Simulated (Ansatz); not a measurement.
Species: sum formula SiN3H7Cl (charge +1, singlet). It need not be the lowest isomer of its formula. 
Geometry from a B3LYP-D3(BJ)/def2-TZVP (Ansatz, an electronic-structure program) optimisation:
SMILES: N[Si](N)([NH3+])Cl
```xyz
12

Si    -0.1549     0.2493    -0.1622
Cl     0.1116    -0.9219     1.4675
N      1.2543    -0.4461    -1.2494
N      0.2403     1.8778    -0.1301
N     -1.5942    -0.0834    -0.9369
H      2.1770    -0.3519    -0.8204
H      1.2833     0.0326    -2.1518
H     -0.4930     2.5635    -0.0133
H      1.1203     2.2351     0.2130
H     -2.0127     0.5228    -1.6261
H     -2.2164    -0.8166    -0.6330
H      1.1107    -1.4415    -1.4302
```
Charge +1, spin multiplicity 1.

Basis-set convergence of Hartree-Fock and CCSD(T) correlation energies (hartree) with Ansatz. Cores are frozen in the correlated levels unless marked. Spin-orbit coupling is left out. Non-relativistic.

| basis | functions | E(HF) | E(corr, CCSD(T)) |
|---|---|---|---|
| cc-pV(D+d)Z | 123 | -915.82187 | -0.81626 |
| cc-pV(T+d)Z | 266 | -915.91900 | -1.03055 |
| cc-pV(Q+d)Z | 503 | -915.93865 | -1.10024 |

Extrapolating the two largest sets (X = 3 and 4) as X^-3: E(corr) = (64·(-1.10024) - 27·(-1.03055))/37 = -1.1511 Eh, an estimate of the basis-set limit. The largest set recovers 95.6 % of it, the smallest 70.9 %.
